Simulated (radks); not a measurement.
Spherical quantum dot in the effective-mass picture: electrons in a parabolic well V = omega^2 r^2 / 2 with omega = 1.48, with a point charge +2 (a donor) at the centre, all in effective atomic units (hartree* = m*/eps^2 hartree, bohr* = eps/m* bohr), one dielectric constant everywhere. Calculated with a radial shooting solver with Libxc functionals: non-relativistic Kohn-Sham, LDA (Slater exchange, Perdew-Wang correlation), spin-polarised, spherical densities. Levels are named by radial order and angular momentum (1s, 1p, 1d, 2s, ...), and open shells are averaged over m. Results are scaled to m* = 0.061 and eps = 15.8, for which hartree* = 6.649 meV and bohr* = 13.71 nm.

N = 24, configuration 1s2 1p6 1d10 2s2 1f(up 4, down 0). This is the lowest configuration that the search found. Occupied and some empty levels:

level    occupation  eigenvalue (meV)  <r> (nm)
1s up             1            88.978     11.73
1s down           1            89.050     11.58
1p up             3            98.409     21.70
1p down           3            98.722     21.51
2s up             1            100.91     22.55
2s down           1            101.26     22.56
1d up             5            104.41     25.84
1d down           5            104.81     25.76
1f up             4            110.54     28.72
2p up             0            110.82     25.01
1f down           0            110.98     28.70
2p down           0            111.10     25.09
1g up             0            117.02     31.06
1g down           0            117.47     31.08
2d up             0            118.51     28.08
2d down           0            118.80     28.12

Energy (meV): total 1505.03, kinetic 260.08, external 354.13, Hartree 983.81, exchange-correlation -92.984.

Electron density:

r (nm)  n(r) (e/nm^3)
1.01         0.001838
4.81        0.0006347
8.60        0.0002705
12.4        0.0001872
16.2        0.0001881
20.0        0.0001916
23.8        0.0001679
27.6        0.0001199
31.4       0.00006789
35.2       0.00002980
39.0        9.959e-06
42.8        2.540e-06
46.6        4.920e-07
50.4        7.257e-08
